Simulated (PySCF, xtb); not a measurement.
C2H4BNO2, SMILES CB(O)N=C=O.

GFN2-xTB (xtb) at its own geometry gives an orbital gap of 5.30 eV and a dipole moment of 3.98 D.

Geometry: PBE0-D3(BJ)/def2-SVP. The structure was generated by enumeration, and PubChem lists no compound with its InChIKey, so it may never have been made. Other conformers were not sampled.

Task: What does PySCF with PBE/def2-TZVP give? (An estimate is asked for; the answer gives what the named calculation found.)

Result: gap 5.68 eV (levels -7.01 and -1.33 eV), dipole 3.47 D.
